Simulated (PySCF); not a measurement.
## From a computed spectrum to the compound

A species of 3 atoms with charge 1 has these harmonic modes (PBE0, small Gaussian bases with core potentials, PySCF 2.14.0):

```json
{"cm⁻¹": "50", "km/mol": "0.5", "symmetry": "πu"}
{"cm⁻¹": "50", "km/mol": "0.5", "symmetry": "πu"}
{"cm⁻¹": "153", "km/mol": "0.0", "symmetry": "σg+"}
{"cm⁻¹": "245", "km/mol": "13.8", "symmetry": "σu+"}
```

**Question.** Which species is it, and in which structure?

**Answer.** [TlI2]+ (singlet):
```xyz
3

Tl    0.0000    0.0000    0.0000
I     2.6232    0.0000    0.0000
I    -2.6232    0.0000    0.0000
```
Ideal gas at 298.15 K and 1 bar: S = 329.6 J/(mol K), Cp = 61.0 J/(mol K), H − H(0 K) = 16.0 kJ/mol (rigid rotor, harmonic modes, spin degeneracy alone; the modes under 60 cm⁻¹ make these uncertain). 
 This is one of several that fit.
